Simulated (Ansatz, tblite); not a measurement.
Forces on Si16OH28 at its PBE-D4/def2-SVP geometry. The state is a singlet with charge 0.

The xTB rows come from tblite. Single mean-field runs in def2-TZVP are fitted with def2-universal-jkfit. A triplet lies near this restricted singlet, and broken spin symmetry wasn't tried.

GFN2-xTB (tblite), largest force 0.96 eV/Å:

```xyz
45
positions Å, forces eV/Å
Si    1.884   -2.909    2.102    0.126   -0.015   -0.242
Si    2.071    3.132    1.439    0.287   -0.267   -0.153
Si    0.755    2.686   -1.895   -0.042   -0.259    0.136
O     2.014   -0.116    0.093    0.385   -0.668    0.471
Si   -1.469   -0.919    2.960   -0.127    0.235    0.127
Si   -1.631    0.489    1.066   -0.650   -0.180    0.261
Si   -2.612   -0.621   -0.772    0.069    0.082   -0.405
Si   -1.649   -4.110    0.909   -0.051   -0.225   -0.178
Si   -2.522    2.815   -2.757   -0.004   -0.108    0.076
Si    2.253    0.798    1.633    0.124    0.268    0.110
Si    2.578   -1.822    0.136   -0.020   -0.183    0.196
Si   -0.421   -2.989    2.575    0.036   -0.254    0.305
Si    1.296    0.422   -1.550    0.085    0.179   -0.679
Si    2.603    3.640   -0.794   -0.038    0.261   -0.094
Si   -1.219    3.506   -0.893    0.074    0.055   -0.955
Si   -1.804   -2.824   -1.056   -0.344   -0.202    0.082
Si   -2.508    0.460   -2.879   -0.392    0.182   -0.066
H     2.389   -4.307    1.821   -0.063    0.517    0.246
H     2.688   -2.356    3.249   -0.160   -0.315   -0.394
H     3.075    3.566    2.482   -0.531   -0.088   -0.181
H     0.687    3.539    1.854    0.602   -0.103    0.029
H     1.139    2.606   -3.371    0.118    0.033    0.297
H    -0.797   -0.207    4.110   -0.352   -0.286   -0.252
H    -2.865   -1.284    3.406    0.540    0.228   -0.025
H    -0.233    0.964    0.751   -0.310   -0.043    0.109
H    -2.455    1.665    1.502    0.453   -0.305   -0.175
H    -4.056   -0.790   -0.353    0.411    0.014   -0.038
H    -1.038   -5.462    0.633   -0.352    0.400    0.215
H    -3.027   -4.322    1.487    0.546   -0.076   -0.276
H    -2.168    3.252   -4.167   -0.363   -0.120    0.444
H    -3.985    3.167   -2.579    0.482   -0.064   -0.209
H     3.667    0.371    1.940   -0.664   -0.004   -0.164
H     1.357    0.090    2.611    0.469    0.024   -0.552
H     4.070   -1.725   -0.011   -0.636    0.223   -0.194
H     1.974   -2.419   -1.097    0.370    0.365    0.481
H    -0.452   -3.810    3.846    0.003    0.213   -0.303
H     2.430   -0.079   -2.415   -0.492   -0.035    0.540
H     0.207   -0.608   -1.630    0.649    0.377    0.155
H     3.968    3.043   -1.056   -0.328    0.397    0.150
H     2.695    5.136   -0.947    0.191   -0.578    0.032
H    -0.874    4.892   -1.486   -0.168   -0.052    0.270
H    -0.432   -2.814   -1.687   -0.523   -0.095    0.154
H    -2.722   -3.542   -2.017    0.502    0.249    0.262
H    -1.229   -0.036   -3.522   -0.437    0.098    0.175
H    -3.632   -0.168   -3.673    0.528    0.125    0.210
```

r2SCANh-D4/def2-TZVP (Ansatz), largest force 0.68 eV/Å:

```
Si 0.214 -0.142 0.107
Si -0.013 0.075 0.186
Si 0.139 -0.050 -0.101
O 0.143 -0.190 0.128
Si -0.125 0.030 0.226
Si 0.010 0.172 0.118
Si -0.203 -0.060 0.030
Si -0.105 -0.198 0.048
Si -0.147 0.057 -0.144
Si 0.048 -0.533 -0.394
Si -0.094 0.637 -0.233
Si -0.014 -0.129 0.183
Si 0.276 -0.448 0.309
Si 0.123 0.123 0.010
Si 0.111 0.249 -0.487
Si 0.031 -0.141 -0.237
Si -0.007 -0.165 -0.188
H -0.108 0.329 0.061
H -0.193 -0.127 -0.270
H -0.239 -0.103 -0.235
H 0.356 -0.105 -0.079
H -0.101 0.012 0.311
H -0.159 -0.163 -0.270
H 0.320 0.092 -0.102
H -0.349 -0.115 0.076
H 0.204 -0.297 -0.096
H 0.311 0.039 -0.088
H -0.148 0.315 0.062
H 0.325 0.041 -0.138
H -0.084 -0.087 0.334
H 0.333 -0.075 -0.044
H -0.358 0.091 -0.086
H 0.242 0.179 -0.280
H -0.395 -0.009 0.033
H 0.169 0.170 0.311
H 0.004 0.182 -0.276
H -0.297 0.119 0.241
H 0.339 0.298 0.046
H -0.314 0.136 0.057
H -0.009 -0.358 0.027
H -0.078 -0.278 0.127
H -0.344 -0.010 0.154
H 0.219 0.172 0.227
H -0.296 0.113 0.155
H 0.264 0.154 0.179
```

PBE0-D4/def2-TZVP (Ansatz), largest force 0.70 eV/Å:

```
Si 0.156 -0.106 0.086
Si -0.021 0.057 0.118
Si 0.134 -0.045 -0.079
O 0.137 -0.186 0.123
Si -0.095 0.024 0.152
Si 0.027 0.126 0.074
Si -0.142 -0.047 0.027
Si -0.079 -0.138 0.042
Si -0.106 0.032 -0.108
Si 0.000 -0.515 -0.430
Si -0.133 0.657 -0.185
Si -0.012 -0.093 0.130
Si 0.242 -0.402 0.355
Si 0.081 0.083 0.013
Si 0.103 0.163 -0.416
Si 0.034 -0.093 -0.182
Si 0.011 -0.132 -0.126
H -0.096 0.289 0.053
H -0.170 -0.104 -0.238
H -0.209 -0.093 -0.206
H 0.306 -0.098 -0.073
H -0.093 0.011 0.291
H -0.129 -0.143 -0.241
H 0.282 0.079 -0.089
H -0.291 -0.093 0.061
H 0.179 -0.254 -0.090
H 0.278 0.034 -0.078
H -0.126 0.280 0.053
H 0.286 0.038 -0.120
H -0.070 -0.080 0.301
H 0.291 -0.067 -0.036
H -0.306 0.073 -0.078
H 0.196 0.147 -0.246
H -0.340 -0.004 0.032
H 0.131 0.154 0.259
H 0.004 0.165 -0.247
H -0.252 0.099 0.215
H 0.275 0.250 0.041
H -0.281 0.116 0.051
H -0.010 -0.315 0.027
H -0.068 -0.253 0.114
H -0.292 0.000 0.141
H 0.192 0.152 0.202
H -0.255 0.097 0.145
H 0.232 0.136 0.161
```
